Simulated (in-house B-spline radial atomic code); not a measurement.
## Ionising Cl5+ with different functionals

Computed with a B-spline radial code for spherical atoms: four-component Dirac-Coulomb Hamiltonian, Fermi nucleus of rms radius 3.3654 fm, spin-restricted, spherical fractional occupations for the functionals. The ionisation energy is the difference of two self-consistent energies, [Ne] 3s2 → [Ne] 3s1, without Breit or QED terms; ε is the level of the shell that loses the electron (mean over j).

Hybrids are left out here: with spherical fractional occupations of an open shell their exact exchange keeps a self-interaction that integer-occupation calculations don't have.

| method | rung | ΔSCF (eV) | -ε(3s) (eV) |
| --- | --- | --- | --- |
| LDA VWN5 | LDA | 97.82 | 89.55 |
| relativistic LDA | LDA | 97.78 | 89.51 |
| LDA PW92 | LDA | 97.82 | 89.54 |
| LDA exchange-only | LDA | 96.26 | 87.96 |
| PBE | GGA | 97.64 | 89.41 |
| PBEsol | GGA | 97.50 | 89.32 |
| BLYP | GGA | 97.75 | 89.43 |
| RPBE | GGA | 97.44 | 89.31 |
| PW91 | GGA | 97.76 | 89.54 |
| BP86 | GGA | 97.80 | 89.59 |
| AM05 | GGA | 97.43 | 89.26 |
| OLYP | GGA | 97.20 | 89.20 |

Task: How do they compare with the NIST value?

Result: NIST lists 96.94 eV ± 0.04 (semi-empirical, ground level to ground level). Errors run from -0.68 to +0.88 eV; OLYP is closest (+0.26 eV), but part of that can be cancellation, since the calculations leave out Breit-QED terms, spin polarisation, the near-degeneracy of s² and p².
